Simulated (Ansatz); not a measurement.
Cost and result for the atomization energy of FH$_{3}$O$_{2}$Si (`O[SiH](O)F`) (7 atoms, 6 bonds).

```xyz
7

O     1.3558    0.0542   -0.0832
Si   -0.2455   -0.2262   -0.1981
O    -0.9128   -0.0300    1.2639
F    -0.8435    0.7996   -1.2630
H     1.8371    0.2924   -0.8765
H    -0.5909   -1.5760   -0.6626
H    -0.6002    0.6858    1.8196
```

The species carries charge 0 and has multiplicity 1. The structure was optimised at the PBE0-D4/def2-TZVP level. It is one conformer, not always the lowest. Program: Ansatz. Hardware: A = 2 threads of a server CPU on a shared host; B = 2 threads of an AMD EPYC 7R13 on a shared host and a share of an NVIDIA H100 80 GB. Times are those of one run each, without the atoms' runs, and a repeat can differ threefold. Electronic energies, without spin–orbit coupling; frozen cores. CCSD(T)/CBS extrapolates def2-TZVPP and def2-QZVPP, and its time is that of the two runs behind it. T1 = 0.011. B3LYP takes the VWN-RPA correlation (the form of Gaussian; ORCA's B3LYP/G). HSE06 is the plane-wave form, built on full-range PBE exchange.

CCSD(T)/CBS is a level of theory with its own doubt, some kJ/mol a heavy atom from the limit and from the frozen cores, so smaller differences don't rank the functionals.

| level | functions | wall time | atomization (kcal/mol) | difference from CCSD(T)/CBS | per bond |
| --- | --- | --- | --- | --- | --- |
| PBE-D4/def2-TZVPP (with forces) [A] | 177 | 1.6 s | 675.3 | -2.5 | -0.4 |
| CCSD(T)/def2-SVP [A] | 75 | 1.6 s | 612.0 | -65.8 | -11.0 |
| PBE0-D4/def2-TZVPP [A] | 177 | 1.7 s | 658.7 | -19.1 | -3.2 |
| BHLYP-D4/def2-TZVPP [A] | 177 | 1.9 s | 641.6 | -36.2 | -6.0 |
| HSE06-D4/def2-TZVPP [A] | 177 | 2 s | 659.2 | -18.6 | -3.1 |
| CAM-B3LYP-D4/def2-TZVPP [A] | 177 | 2 s | 673.7 | -4.1 | -0.7 |
| B3LYP-D4/def2-TZVPP (with forces) [A] | 177 | 2.4 s | 665.6 | -12.2 | -2.0 |
| CCSD(T)/def2-TZVPP [B] | 177 | 2.9 s | 655.3 | -22.5 | -3.7 |
| r2SCANh-D4/def2-TZVPP [A] | 177 | 3 s | 664.3 | -13.5 | -2.2 |
| B97M-V/def2-TZVPP [A] | 177 | 4.4 s | 669.1 | -8.7 | -1.4 |
| ωB97M-V/def2-TZVPP (with forces) [A] | 177 | 5.5 s | 672.8 | -5.0 | -0.8 |
| CCSD(T)/def2-QZVPP [B] | 331 | 5.5 s | 669.0 | -8.8 | -1.5 |
| CCSD(T)/CBS(def2) | – | 8.4 s | 677.8 | 0.0 | 0.0 |

From r2SCAN to r2SCAN0 (25 % exact exchange), in def2-TZVPP and without D4, the atomization energy moves by −16.2 kcal/mol: exact exchange takes away binding that semilocal exchange gives to molecules. The D4 term adds +4.1 kcal/mol with B3LYP and +2.1 kcal/mol with PBE0; it sums over pairs of atoms, weighted by their polarisabilities, and B3LYP, whose exchange is more repulsive, gets the larger term. In def2-TZVPP, CCSD(T) changes the Hartree–Fock value by +173.3 kcal/mol (the triples alone add +9.7 kcal/mol) and MP2 by +195.6 kcal/mol; breaking electron pairs costs correlation energy, which Hartree–Fock lacks.
